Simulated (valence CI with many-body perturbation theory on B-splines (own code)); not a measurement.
**Si⁺: key properties**

Calculated by valence CI with perturbative core correlation (CI+MBPT): three valence electrons over a frozen Dirac-Fock core [Ne], radial functions for each j: 11 s, 11 p, 9 d, 7 f, 5 g, 2 h, 1 i, with the one-electron correlation potential Σ1 (screened to all orders), the two-electron term Σ2, the three-electron term Σ3, Breit, model QED; selected single and double excitations, second order for the rest (own B-spline code, finite nucleus).

Against 28 measured levels this calculation errs by 47 cm⁻¹ on average and by 124 at most. These come from a selection out of the NIST Handbook of Basic Atomic Spectroscopic Data. Levels without a partner in it may be off by more.

Names give the largest LS component (configuration and term), which can be under half, so a name can repeat, a term be missing and a line seem to break the LS rules; names also repeat where a configuration has a term twice.

Rates and lifetimes use the calculated energies. Strong lines usually hold to 10 to 20 %, long lifetimes can be off by a factor of two.

**Question.** What is the ground level?

**Answer.** 3s2.3p 2P°_1/2, composition 94 % 3s2.3p 2P° + 2 % 3p3 2P°, g = 0.666.

**Question.** Where does the other parity begin?

**Answer.** At 3s.3p2 4P_1/2, 5.298 eV.

**Question.** Among levels below 14.158 eV, which E1 lines absorb most strongly from the ground level?

**Answer.** to 3s2.3d 2D_3/2 at 126.0 nm, f = 1.18; to 3s.3p2 2P_1/2 at 119.3 nm, f = 0.554; to 3s.3p2 2P_3/2 at 119.0 nm, f = 0.266.

**Question.** How well does LS coupling describe the low levels?

**Answer.** Among the lowest 20 levels the leading LS term, summed over configurations, holds 100 % on average. For single configurations the figures are 88 % in LS and 76 % in jj coupling. Terms hardly mix: every one of these levels is at least 95 % one term.

**Question.** How is the term 2P° of the ground level split?

**Answer.** J = 1/2 at 0.000, J = 3/2 at 0.036 eV.
